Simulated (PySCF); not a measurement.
Precursor series Cd Cl-F. Isolated molecules, 0 K electronic values unless said otherwise.

These are PySCF with PBE-D3(BJ)/def2-TZVP // TPSS-D3(BJ)/def2-SVP values and carry that method's errors. All candidates: neutral, multiplicity 1. 

```yaml
HOMO: -8.15 eV
dipole_moment: 0.00 D
HOMO–LUMO gap: 4.75 eV
```

Task: Identify which member has these values.
A) [Cd(F)2]
B) [Cd(Cl)(F)]
C) [Cd(Cl)2]

Result: A, [Cd(F)2]. The others give [Cd(Cl)(F)]: -7.69 eV, 0.49 D, 4.36 eV; [Cd(Cl)2]: -7.52 eV, 0.00 D, 4.29 eV
